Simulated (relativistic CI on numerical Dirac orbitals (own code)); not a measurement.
Ir XXVI: q coefficients and field-shift factors

These numbers are calculated, not measured: Dirac-Coulomb-Breit CI, KLI orbitals optimised for each configuration, derivatives by finite differences, unscaled Slater integrals, QED left out (own radial code, finite nucleus).

CI space (outside the closed core [Kr] 4d10): 4f⁶, 4f⁵5s, 4f⁴5s². Levels of other configurations are missing.

With x = (α/α₀)² − 1 an excitation energy changes as ω = ω₀ + qx; K = 2q/ω₀ is the relative enhancement. Terms are leading LS components, so labels can repeat. The field-shift factor is F = δν/δ⟨r²⟩ for the transition from the lowest level.

Lowest level 4f⁶ ⁷F0.

```
  Level  ω₀ (cm⁻¹)  q (cm⁻¹)  F (GHz/fm²)
4f⁶ ⁷F1     9832.0     23060         1.04
4f⁶ ⁷F2    19246.3     38650         1.78
4f⁶ ⁷F3    27357.8     48300         2.26
4f⁶ ⁷F4    34239.9     54100         2.58
4f⁶ ⁷F5    39775.0     56300         2.73
4f⁶ ⁷F6    43040.2     50870         2.56
4f⁶ ⁷F0    45830.5     30190         1.73
4f⁶ ⁵D1    62945.6     45360         2.54
4f⁶ ⁵L6    68778.0     22720         1.69
4f⁶ ⁵D2    79022.7     54820          3.1
4f⁶ ⁵G2    82006.0     28350         2.06
4f⁶ ⁵L7    83489.4     41650         2.62
4f⁶ ⁵G3    85291.0     33640         2.31
```

At this charge energies of transitions that change n are usually good to better than 1 %, and those within a shell (Δn = 0) to a few per cent. Terms inside the open d or f shell come out 10 to 20 % too wide with unscaled integrals.

(1) Which transition from the lowest level has the largest |K|?

## Answers

(1) 4f⁶ ⁷F1 at 9832.0 cm⁻¹, K = 4.69.
